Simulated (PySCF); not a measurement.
NbH: energy against distance

Set-up: basis Nb def2-TZVPP with ECP28, H def2-TZVPP; scalar-relativistic core potentials; PySCF 2.14. Energies in eV from Nb (4d4 5s1) + H in their ground configurations at the same level. State: ⁵Δ (quintet), unpaired electrons σ ↑, π ↑↑, δ ↑.

```tsv
R (Å)	PBE0	PBEsol	MN15
1.518	-2.209	-2.430	-2.416
1.589	-2.456	-2.670	-2.661
1.659	-2.598	-2.806	-2.800
1.712	-2.651	-2.855	-2.850
1.765	-2.667	-2.868	-2.861
1.818	-2.652	-2.850	-2.842
1.889	-2.595	-2.790	-2.779
1.977	-2.478	-2.672	-2.653
2.083	-2.292	-2.486	-2.457
2.224	-2.002	-2.199	-2.150
```

Task: Put a parabola through the three lowest points of the PBE0 curve and estimate Re, k and ωe (reduced mass 0.997 u; 1 eV/Å² = 0.16022 mdyn/Å; ωe = 1302.8·√(k/μ) cm⁻¹).

Result: Through R = 1.712, 1.765, 1.818 Å the second-order coefficient is 5.52 eV/Å², so Re ≈ 1.766 Å, k ≈ 1.77 mdyn/Å and ωe ≈ 1735 cm⁻¹. A polynomial fit of higher order to the unrounded PBE0 energies gives Re = 1.764 Å, k = 1.74 mdyn/Å, ωe = 1721 cm⁻¹; anharmonicity and rounding make the difference.

The higher-order fit for each curve: PBE0: Re = 1.764 Å, ωe = 1721 cm⁻¹, De = 2.67 eV; PBEsol: Re = 1.759 Å, ωe = 1723 cm⁻¹, De = 2.87 eV; MN15: Re = 1.757 Å, ωe = 1757 cm⁻¹, De = 2.86 eV.

The metal atom is held in its measured ground configuration; semilocal functionals can put another filling of s and d lower by some tenths of an eV, and De to that atom would be smaller. These are scalar-relativistic numbers at best; spin–orbit coupling would shift them, the dissociation energy most. The state is the lowest single determinant that the PBE0 search found; with open d or f shells the true ground state can be another one.
